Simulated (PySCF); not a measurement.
InH3, SMILES [InH3].

The structure is a stationary point at B3LYP-D3(BJ)/def2-TZVPD. The def2 effective core potentials stand for the cores of In; spin–orbit coupling is left out.

Computed with ωB97X/def2-TZVPD run with PySCF.

Symmetry labels are those of the subgroup C2v that the program uses (full group D3h).

Computed valence orbital energies around the gap with their symmetry:
| orbital | symmetry | energy (eV) |
|---|---|---|
| HOMO−7 | A1 | -24.08 |
| HOMO−6 | A2 | -23.85 |
| HOMO−5 | B2 | -23.85 |
| HOMO−4 | A1 | -23.74 |
| HOMO−3 | B1 | -23.74 |
| HOMO−2 | A1 | -14.77 |
| HOMO−1 | A1 | -10.56 |
| HOMO | B1 | -10.56 |
| LUMO | B2 | -0.15 |
| LUMO+1 | A1 | 1.37 |
| LUMO+2 | A1 | 2.08 |
| LUMO+3 | B1 | 2.41 |
